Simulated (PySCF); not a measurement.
## Excitation energy of P by level of theory

P [Ne] 3s2 3p3 (4S) → P [Ne] 3s1 3p4 (4P), as a difference of total energies. Calculation: PySCF 2.14, in dyall-av3z (19s12p3d2f, 84 functions); the non-relativistic Hamiltonian (point nucleus). Correlated levels: valence: [Ne] frozen; virtual orbitals above 40 to 60 times the deepest correlated orbital energy dropped. The calculations carry no spin-orbit coupling.

```
           method  excitation energy (cm⁻¹)
              UHF                     63661
    MP2 (valence)                     64761
SCS-MP2 (valence)                     65004
   CCSD (valence)                     61282
CCSD(T) (valence)                     60002
```

Errors of the correlated levels include the incompleteness of this basis and the frozen core.

The coupled-cluster amplitudes are large for the upper state (T1 above 0.03 or a double amplitude above 0.15), so a single reference is strained.

For comparison: 59643 cm⁻¹ (measured; NIST levels, between the centres of gravity of the two terms).
